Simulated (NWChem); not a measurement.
## Correlation energy of H3B

SMILES: B
```xyz
4

B      0.0000     0.0000     0.0000
H      0.0000     0.0000     1.2044
H     -1.0430     0.0000    -0.6022
H      1.0430     0.0000    -0.6022
```
Charge 0, spin multiplicity 1.

All runs are NWChem calculations. The geometry was optimised at B3LYP/def2-SVP, a minimum by its harmonic frequencies.

Basis set: def2-TZVP. Each correlation energy counts from its own Hartree-Fock reference.

The correlated methods keep 1 core orbital frozen. The structure started from a generated list of species. No row is a measurement; the coupled-cluster row has its own basis-set and correlation limits.

Task: For the correlation energy, MP2 gives -106.0 mHa and SCS-MP2 gives -117.7 mHa. What do CR-CCSD[T], CR-CCSD(T), CCSD give?

Result: CR-CCSD[T]: -131.4 mHa; CR-CCSD(T): -131.4 mHa; CCSD: -129.3 mHa.
